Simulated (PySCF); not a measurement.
## Energy of Cr⁺ (chromium, charge +1) between two integer charges

The 3d alpha orbital of [Ar] 3d5 is emptied in steps (occupation f), with all orbitals relaxed, ending at [Ar] 3d4. All numbers are calculated (PySCF 2.14, the non-relativistic Hamiltonian (point nucleus), in def2-TZVPPD (6s6p4d2f1g, 67 functions)). The exact energy is a straight line in f; departures are measured from the line between the end points of the same method.

| f | PBE0 (eV) | r2SCAN (eV) | LC-wPBE (eV) |
| --- | --- | --- | --- |
| 1 | 0.000 | 0.000 | 0.000 |
| 0.8 | -0.680 | -0.958 | -0.240 |
| 0.6 | -1.035 | -1.454 | -0.373 |
| 0.4 | -1.049 | -1.470 | -0.386 |
| 0.2 | -0.708 | -0.990 | -0.265 |
| 0 | 0.000 | 0.000 | 0.000 |

Task: For r2SCAN, how does the orbital energy at f = 1 compare with the removal energy?

Result: −ε = 11.075 eV against a total-energy difference of 16.979 eV. By Janak's theorem ε = ∂E/∂f, so the gap between them reflects the curvature. Along the path −ε is 13.324 (f = 0.8), 15.682 (f = 0.6), 18.129 (f = 0.4), 20.646 (f = 0.2) eV.

```csv
method,E(f=0) − E(f=1) (eV),−ε at f=1 (eV),−ε at f=0.4 (eV)
PBE0,16.910,12.726,17.716
r2SCAN,16.979,11.075,18.129
LC-wPBE,16.934,15.492,17.194
```

Reference removal energy between the ground levels: 16.486 eV (measured; NIST Atomic Spectra Database, ionization energies). The calculation has no spin-orbit coupling. The determinant left behind need not be the lowest term of the ion.
